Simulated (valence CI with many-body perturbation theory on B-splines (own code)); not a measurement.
## Forbidden lines of Hf⁴⁹⁺

Method: valence CI with perturbative core correlation (CI+MBPT): five valence electrons over a frozen Dirac-Fock core [Ar], radial functions for each j: 7 s, 7 p, 8 d, 6 f, 4 g, 1 h, with the one-electron correlation potential Σ1, the two-electron term Σ2, the three-electron term Σ3, Breit, model QED; selected CI, second order for the rest (own B-spline code, finite nucleus).

The last digits are not significant, and no measured levels were compared; by estimate large intervals hold to a few tenths of a per cent, small ones and those within an open d or f shell to about a per cent. Among the levels kept, up to 250 cm⁻¹ of a level comes from second order outside the variational space, and about a tenth of that is noise between levels of different J, which matters for small intervals. The list stops below the first excitations out of the core. Only levels of the ground parity were solved; by the run's estimate the other parity begins above the list, which can be wrong where configurations are misplaced.

Lines 51 to 100 of 120 in falling wavelength, among levels below 239.32 eV, chosen from the decays that carry over 1 % of a level's rate. Wavelengths and rates use the calculated energies. Electric multipoles are in the length gauge, E1 and E2 with the static RPA response of the core. S is in atomic units (e²a₀⁴ for E2 and M2, e²a₀⁶ for E3), for M1 in squared Bohr magnetons. Weak lines are less certain than strong ones. Lines between different terms over intervals too small for the method are left out, as are lines whose strength nearly cancels. The highest levels of a list are the least certain.

Levels are named by their leading jj configuration (3d3/2^4 stands for four electrons in 3d with j = 3/2), which in mixed levels can hold well under half, so a name can repeat and another be missing. Letters in brackets count levels of one name in rising energy.

```
λ vac (Å)                        Upper                        Lower  Type   A (s⁻¹)  S (a.u.)
    204.6  (3d3/2^2 3d5/2^3) J=5/2 [a]  (3d3/2^3 3d5/2^2) J=5/2 [a]    M1  4.43e+06  8.43e+00
    204.3    (3d3/2 3d5/2^4) J=7/2 [a]  (3d3/2^2 3d5/2^3) J=5/2 [b]    M1  8.32e+05  2.10e+00
    201.5  (3d3/2^3 3d5/2^2) J=7/2 [a]        (3d3/2^4 3d5/2) J=5/2    M1  1.07e+06  2.59e+00
    201.5    (3d3/2 3d5/2^4) J=5/2 [a]  (3d3/2^2 3d5/2^3) J=7/2 [a]    M1  1.13e+06  2.05e+00
    201.4     (3d3/2^2 3d5/2^3) J=13/2     (3d3/2^3 3d5/2^2) J=11/2    M1  3.48e+05  1.48e+00
    200.8  (3d3/2^2 3d5/2^3) J=5/2 [c]  (3d3/2^3 3d5/2^2) J=7/2 [b]    M1  1.04e+06  1.86e+00
    200.1        (3d3/2 3d5/2^4) J=9/2  (3d3/2^2 3d5/2^3) J=7/2 [b]    M1  4.96e+05  1.47e+00
    197.9  (3d3/2^2 3d5/2^3) J=1/2 [a]  (3d3/2^3 3d5/2^2) J=3/2 [a]    M1  2.12e+06  1.22e+00
    196.1  (3d3/2^3 3d5/2^2) J=3/2 [a]        (3d3/2^4 3d5/2) J=5/2    M1  2.56e+06  2.87e+00
    194.6    (3d3/2 3d5/2^4) J=5/2 [b]  (3d3/2^2 3d5/2^3) J=3/2 [b]    M1  9.14e+05  1.50e+00
    194.6  (3d3/2^2 3d5/2^3) J=3/2 [b]      (3d3/2^3 3d5/2^2) J=1/2    M1  1.98e+05  2.16e-01
    194.2    (3d3/2 3d5/2^4) J=3/2 [a]  (3d3/2^2 3d5/2^3) J=5/2 [b]    M1  7.94e+05  8.63e-01
    194.2  (3d3/2^2 3d5/2^3) J=3/2 [a]  (3d3/2^3 3d5/2^2) J=3/2 [a]    M1  2.25e+06  2.45e+00
    193.2  (3d3/2^2 3d5/2^3) J=7/2 [b]  (3d3/2^3 3d5/2^2) J=5/2 [b]    M1  4.88e+04  1.04e-01
    192.8        (3d3/2 3d5/2^4) J=9/2  (3d3/2^2 3d5/2^3) J=9/2 [b]    M1  1.46e+06  3.89e+00
    190.7    (3d3/2 3d5/2^4) J=3/2 [a]  (3d3/2^2 3d5/2^3) J=3/2 [a]    M1  2.63e+06  2.71e+00
    190.7  (3d3/2^2 3d5/2^3) J=5/2 [b]  (3d3/2^3 3d5/2^2) J=3/2 [a]    M1  3.65e+05  5.63e-01
    189.9  (3d3/2^2 3d5/2^3) J=9/2 [b]      (3d3/2^3 3d5/2^2) J=9/2    M1  1.77e+06  4.49e+00
    187.5       (3d3/2 3d5/2^4) J=11/2     (3d3/2^2 3d5/2^3) J=13/2    M1  5.95e+05  1.75e+00
    187.2  (3d3/2^2 3d5/2^3) J=5/2 [c]  (3d3/2^3 3d5/2^2) J=5/2 [b]    M1  7.59e+04  1.11e-01
    187.2    (3d3/2 3d5/2^4) J=3/2 [a]  (3d3/2^2 3d5/2^3) J=1/2 [a]    M1  1.91e+06  1.86e+00
    185.8  (3d3/2^2 3d5/2^3) J=5/2 [b]  (3d3/2^3 3d5/2^2) J=7/2 [a]    M1  8.72e+05  1.24e+00
    185.3  (3d3/2^2 3d5/2^3) J=3/2 [b]  (3d3/2^3 3d5/2^2) J=5/2 [b]    M1  6.02e+05  5.68e-01
    183.6    (3d3/2 3d5/2^4) J=7/2 [a]  (3d3/2^2 3d5/2^3) J=9/2 [a]    M1  1.81e+06  3.33e+00
    183.3  (3d3/2^2 3d5/2^3) J=7/2 [b]      (3d3/2^3 3d5/2^2) J=9/2    M1  5.26e+05  9.60e-01
    182.2  (3d3/2^2 3d5/2^3) J=7/2 [c]  (3d3/2^3 3d5/2^2) J=7/2 [b]    M1  6.87e+05  1.23e+00
    182.1      (3d3/2^3 3d5/2^2) J=9/2        (3d3/2^4 3d5/2) J=5/2    E2  1.36e+02  2.43e-04
    180.1  (3d3/2^2 3d5/2^3) J=7/2 [a]  (3d3/2^3 3d5/2^2) J=5/2 [a]    M1  6.52e+05  1.13e+00
    179.5       (3d3/2 3d5/2^4) J=11/2  (3d3/2^2 3d5/2^3) J=9/2 [a]    M1  7.15e+05  1.84e+00
    178.6  (3d3/2^2 3d5/2^3) J=1/2 [b]      (3d3/2^3 3d5/2^2) J=1/2    M1  1.03e+06  4.36e-01
    177.7    (3d3/2 3d5/2^4) J=5/2 [a]  (3d3/2^2 3d5/2^3) J=5/2 [a]    M1  5.66e+06  7.06e+00
    177.2    (3d3/2 3d5/2^4) J=7/2 [a]  (3d3/2^2 3d5/2^3) J=7/2 [a]    M1  1.48e+06  2.44e+00
    175.8  (3d3/2^2 3d5/2^3) J=9/2 [b]     (3d3/2^3 3d5/2^2) J=11/2    M1  6.21e+05  1.25e+00
    174.6       (3d3/2 3d5/2^4) J=11/2     (3d3/2^2 3d5/2^3) J=11/2    M1  2.39e+06  5.67e+00
    173.3  (3d3/2^3 3d5/2^2) J=5/2 [b]        (3d3/2^4 3d5/2) J=5/2    M1  2.72e+04  3.15e-02
    173.3  (3d3/2^3 3d5/2^2) J=5/2 [b]        (3d3/2^4 3d5/2) J=5/2    E2  8.04e+02  6.74e-04
    172.6  (3d3/2^2 3d5/2^3) J=9/2 [b]  (3d3/2^3 3d5/2^2) J=7/2 [a]    M1  4.56e+05  8.68e-01
    171.0  (3d3/2^2 3d5/2^3) J=7/2 [c]  (3d3/2^3 3d5/2^2) J=5/2 [b]    M1  3.25e+05  4.82e-01
    167.8    (3d3/2 3d5/2^4) J=5/2 [b]  (3d3/2^2 3d5/2^3) J=5/2 [b]    M1  1.17e+06  1.22e+00
    167.1  (3d3/2^2 3d5/2^3) J=7/2 [b]  (3d3/2^3 3d5/2^2) J=7/2 [a]    M1  4.37e+04  6.05e-02
    166.4  (3d3/2^2 3d5/2^3) J=5/2 [c]  (3d3/2^3 3d5/2^2) J=3/2 [a]    M1  5.40e+05  5.53e-01
    165.9      (3d3/2^3 3d5/2^2) J=1/2        (3d3/2^4 3d5/2) J=5/2    E2  4.86e+02  1.09e-04
    165.1    (3d3/2 3d5/2^4) J=5/2 [b]  (3d3/2^2 3d5/2^3) J=3/2 [a]    M1  3.39e+05  3.40e-01
    164.8  (3d3/2^2 3d5/2^3) J=3/2 [b]  (3d3/2^3 3d5/2^2) J=3/2 [a]    M1  3.68e+05  2.44e-01
    163.9  (3d3/2^2 3d5/2^3) J=3/2 [c]  (3d3/2^3 3d5/2^2) J=3/2 [b]    M1  4.46e+05  2.91e-01
    163.2  (3d3/2^2 3d5/2^3) J=7/2 [c]      (3d3/2^3 3d5/2^2) J=9/2    M1  6.81e+05  8.77e-01
    163.1  (3d3/2^3 3d5/2^2) J=7/2 [b]        (3d3/2^4 3d5/2) J=5/2    M1  8.25e+04  1.06e-01
    162.6  (3d3/2^2 3d5/2^3) J=5/2 [c]  (3d3/2^3 3d5/2^2) J=7/2 [a]    M1  1.07e+06  1.03e+00
    162.6        (3d3/2 3d5/2^4) J=9/2  (3d3/2^2 3d5/2^3) J=9/2 [a]    M1  5.86e+04  9.34e-02
    162.0  (3d3/2^2 3d5/2^3) J=9/2 [c]  (3d3/2^3 3d5/2^2) J=7/2 [b]    M1  7.55e+05  1.19e+00
```
